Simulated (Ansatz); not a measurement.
Ga4O6. Total charge 0; singlet. Geometry PBE-D4/def2-SVP.

```xyz
10

Ga   -0.8944   -0.3418    1.1660
Ga   -1.4456    1.7368   -0.3441
Ga    2.0218   -1.9486   -0.1209
Ga    0.9746    0.9427   -1.0558
O    -0.0398   -1.8616    0.2907
O    -2.4489    0.5149    0.5669
O    -0.0484   -1.8057    1.8816
O     0.1519    1.2038    0.6720
O     2.1522   -0.3473   -1.2084
O    -0.4235    1.9067   -1.8481
```

The 6-31G sets use Cartesian d functions. The restricted singlet is unstable towards broken spin symmetry in Hartree–Fock (as tested in another run); at HF/STO-3G, HF/6-31G, HF/def2-TZVP, revPBE-D4/def2-TZVP and others this wasn't settled. The structure comes from a short search, and lower isomers may exist.

(1) Estimate the orbital energies around the gap (eV) in Ansatz with HF/STO-3G, HF/6-31G, HF/def2-TZVP, revPBE-D4/def2-TZVP, r2SCAN-D4/def2-TZVP.

Answers

(1) 
```
orbital  HF/STO-3G  HF/6-31G  HF/def2-TZVP  revPBE-D4/def2-TZVP  r2SCAN-D4/def2-TZVP
HOMO−13     -10.21    -16.32        -16.01               -10.03               -10.52
HOMO−12      -9.73    -15.73        -15.38               -10.00               -10.48
HOMO−11      -9.49    -15.53        -15.19                -9.86               -10.35
HOMO−10      -9.26    -14.69        -14.44                -9.36                -9.85
 HOMO−9      -9.07    -14.60        -14.27                -8.84                -9.36
 HOMO−8      -8.75    -14.44        -14.21                -8.16                -8.67
 HOMO−7      -8.46    -14.30        -14.08                -7.93                -8.45
 HOMO−6      -8.35    -14.10        -13.83                -7.86                -8.35
 HOMO−5      -8.21    -13.90        -13.63                -7.69                -8.19
 HOMO−4      -7.96    -13.18        -13.03                -7.44                -7.92
 HOMO−3      -7.93    -12.80        -12.53                -7.18                -7.63
 HOMO−2      -7.82    -12.79        -12.53                -7.04                -7.47
 HOMO−1      -5.17    -12.38        -12.00                -5.96                -6.40
   HOMO      -4.69     -7.38         -7.25                -5.41                -5.62
   LUMO       2.76     -1.90         -1.56                -4.62                -4.75
 LUMO+1       4.57      0.61          0.89                -2.83                -2.76
 LUMO+2       5.95      0.86          1.24                -2.77                -2.71
 LUMO+3       6.27      1.49          1.89                -2.26                -2.17
 LUMO+4       7.05      2.02          2.50                -1.25                -1.17
 LUMO+5       7.18      2.35          2.79                -1.08                -0.98
```
